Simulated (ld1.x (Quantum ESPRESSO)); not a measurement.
## Before and after: PAW potential for neon

| Item | Value |
| --- | --- |
| Element | Ne |
| Generator | ld1.x (Quantum ESPRESSO) 7.5 |
| Type | PAW |
| Functional | PBE |
| Relativity | scalar-relativistic |
| Frozen core | [He] |
| Valence charge | 8 |
| Reference configuration | 2s2 2p5 (charge +1) |
| Partial waves | 2s (bound): rcut 0.50, rcutus 0.60 bohr; 2s channel at -3.75 Ry: rcut 0.50, rcutus 0.60 bohr; 2p (bound): rcut 1.45, rcutus 1.65 bohr; 2p channel at -2.05 Ry: rcut 1.45, rcutus 1.65 bohr; 3d channel at 0.5 Ry: rcut 1.30, rcutus 1.75 bohr; 3d channel at 2.3 Ry: rcut 1.30, rcutus 1.75 bohr |
| Local potential | all-electron potential smoothed inside 1.00 bohr (lloc = -1) |
| Core correction | Bessel-smoothed model core inside 0.50 bohr |
| Augmentation charge | BESSEL, radius 0.55 bohr |

All-electron outer shells of the reference configuration (PBE, scalar-relativistic, ld1.x):

| shell | level (eV) | outermost node (bohr) | outermost maximum (bohr) |
| --- | --- | --- | --- |
| 2s | -55.65 | 0.22 | 0.67 |
| 2p | -32.28 | – | 0.60 |

Change: waves 2p (bound): rcut 1.45, rcutus 1.68 bohr; 2p channel at -2.05 Ry: rcut 1.45, rcutus 1.68 bohr.

Cutoffs: the cutoffs (Ry, on a coarse ladder) from which the occupation-weighted sum of valence levels, in a spherical-Bessel basis at the reference potential, stays within 10 and 1 mRy of its value at 400 Ry; they do not see the model core or the augmentation charge, which bear on the density cutoff. Errors are all-electron minus pseudo energies relative to the spin-unpolarised reference configuration.

Predict the effect on cutoff, ghosts and configuration errors.

The potential gets neither clearly harder nor softer (90 Ry and 160 Ry → 90 Ry and 160 Ry); of the 6 tests that both files solve, the error grows in 3 and shrinks in 3 by more than 15 % and 0.3 meV (median size 19.6 → 9.6 meV); neither file shows a bound ghost.

```tsv
quantity	base	changed
cutoff, loose	90 Ry	90 Ry
cutoff, tight	160 Ry	160 Ry
bound ghosts	none	none
error for 2s2 2p6, meV [ΔE -22.48 eV]	+4.0	+6.5
error for 2s2 2p4, meV [ΔE 43.27 eV]	-10	-7.0
error for 2s2 2p3, meV [ΔE 110.70 eV]	-40	-19
error for 2s2 2p2, meV [ΔE 205.33 eV]	-46	+12
error for 2s1 2p6, meV [ΔE 23.41 eV]	+29	+36
error for 2s2 2p5.5, meV [ΔE -13.61 eV]	+1.3	+2.0
s: phases at 1.90 bohr within 0.05 rad from the reference energy up to (Ry; the scan ends near 5)	to the end of the scan	to the end of the scan
p: phases at 1.90 bohr within 0.05 rad from the reference energy up to (Ry; the scan ends near 5)	to the end of the scan	to the end of the scan
d: phases at 1.90 bohr within 0.05 rad from the reference energy up to (Ry; the scan ends near 5)	to the end of the scan	to the end of the scan
lowest overlap eigenvalue by channel	s 0.67, p 1.00, d 0.93	s 0.67, p 1.00, d 0.93
```
